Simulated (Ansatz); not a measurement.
Geometry optimisation, UKS PBE-D4/def2-SVP in Ansatz 0.2.0.

The input (input.yaml):

```yaml
crystal:
  periodic: [false, false, false]
  atoms:
    - { symbol: In, position_ang: [0.069506, -0.355301, 0.102673] }
    - { symbol: Cl, position_ang: [0.599674, -1.643115, 2.111475] }
    - { symbol: O, position_ang: [1.636563, -0.055254, -1.108635] }
    - { symbol: H, position_ang: [2.440952, -0.393099, -0.658559] }
    - { symbol: O, position_ang: [-1.80595, 0.066126, -0.439034] }
    - { symbol: H, position_ang: [-2.396896, -0.12465, 0.316274] }
    - { symbol: O, position_ang: [-0.500946, 0.368686, 3.728722] }
    - { symbol: H, position_ang: [-0.767103, -0.463093, 4.207784] }
magnetization:
  spin_polarized: true
  initial_magnetization: 1
basis:
  gaussian: { orbitals: def2-SVP }
hamiltonian:
  xc: pbe
  dispersion: d4
relax:
  f_tol: 0.03
  max_steps: 50
```

Launched with:

```bash
$ ansatz run input.yaml --threads 4 --pin off --max-ram 5120MiB --backend cpu --events-out ev --progress --plain --runs-dir out
```

Task: Where does it end, and by what steps?

Result: The forces met the threshold. After 21 steps the energy has fallen by 1.024 eV; O7 moved furthest, 1.40 Å. Joined: In1–O7 (3.74 → 2.21 Å).

| step | energy less start (eV) | largest force component (eV/Å) | accepted |
| --- | --- | --- | --- |
| 0 | 0.0000 | 0.494 | yes |
| 1 | -0.0720 | 0.509 | yes |
| 2 | -0.1568 | 0.598 | yes |
| 3 | -0.2854 | 0.519 | yes |
| 4 | -0.4681 | 0.567 | yes |
| 5 | -0.6967 | 0.803 | yes |
| 6 | -0.8289 | 1.113 | yes |
| 7 | -0.8750 | 1.790 | yes |
| 8 | -0.9418 | 0.852 | yes |
| 9 | -0.9760 | 0.383 | yes |
| 10 | -0.9927 | 0.434 | yes |
| 11 | -0.9957 | 0.235 | yes |
| 12 | -1.0039 | 0.493 | yes |
| 13 | -1.0079 | 0.518 | yes |
| 14 | -1.0007 | 0.274 | no |
| 15 | -1.0088 | 0.540 | yes |
| 16 | -1.0164 | 0.300 | yes |
| 17 | -1.0187 | 0.368 | yes |
| 18 | -1.0232 | 0.064 | yes |
| 19 | -1.0234 | 0.031 | yes |
| 20 | -1.0234 | 0.050 | yes |
| 21 | -1.0237 | 0.006 | yes |

```xyz
8
Properties=species:S:1:pos:R:3
In -0.082 -0.242 0.538
Cl 0.122 -2.217 2.114
O 1.531 0.128 -0.596
H 2.321 -0.108 -0.068
O -2.012 0.107 0.084
H -2.528 -0.668 0.382
O 0.380 0.220 2.645
H -0.456 0.180 3.163
```

Whether the end is a true minimum wasn't checked by a vibrational analysis.

Time of the run: 43 s on 4 threads of Arm Neoverse V1, on a shared host, peak memory 0.19 GiB.
